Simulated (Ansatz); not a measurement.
Basis sets compared for Ga₆P₄F₆. The state is a singlet with charge 0. Geometry PBE-D4/def2-SVP. Ansatz on 2 threads of AMD EPYC 7R13 on a shared host and a share (18 GiB) of an NVIDIA H100 80GB HBM3; times are rough, and most runs start from earlier orbitals.

```xyz
16

P     0.4862    0.4979   -0.4662
P    -1.5599    0.0946   -1.4196
P     0.2279   -0.6902    1.4458
P     2.2208   -0.5847   -1.4572
Ga   -1.7734    1.1067    2.4541
Ga   -1.1979   -1.9391   -0.2019
Ga   -1.9696    3.7825   -0.0262
Ga    1.2598    2.9126    0.6032
Ga    0.6898   -2.4672   -1.7024
Ga    2.3036   -1.4396    0.7182
F    -0.7654    2.7146    1.6603
F    -2.4649   -2.9901    0.4820
F    -2.2313    1.1824   -0.1888
F    -0.0827    3.8397   -0.6377
F     1.2830   -3.6986   -2.8404
F     3.5741   -2.3213    1.5768
```

Single mean-field runs in def2-TZVP are fitted with def2-universal-jkfit.

Binding counts from free atoms (P quartet, Ga doublet, F doublet) in the same basis, without a counterpoise term.

```tsv
level	functions	energy (Eh)	HOMO (eV)	LUMO (eV)	binding per atom (eV)	wall time
PBE-D4/def2-SVP	348	-13508.8544	-5.51	-3.66	3.50	6 s
PBE0-D4/def2-SVP	348	-13509.1561	-6.46	-3.09	3.30	8 s
```

Estimate the rows for PBE-D4/def2-TZVP (with forces), PBE0-D4/def2-TZVP (with forces).


```tsv
level	functions	energy (Eh)	HOMO (eV)	LUMO (eV)	binding per atom (eV)	wall time
PBE-D4/def2-TZVP (with forces)	622	-13511.5440	-5.53	-3.75	3.45	8.5 s
PBE0-D4/def2-TZVP (with forces)	622	-13511.8357	-6.43	-3.14	3.28	12 s
```
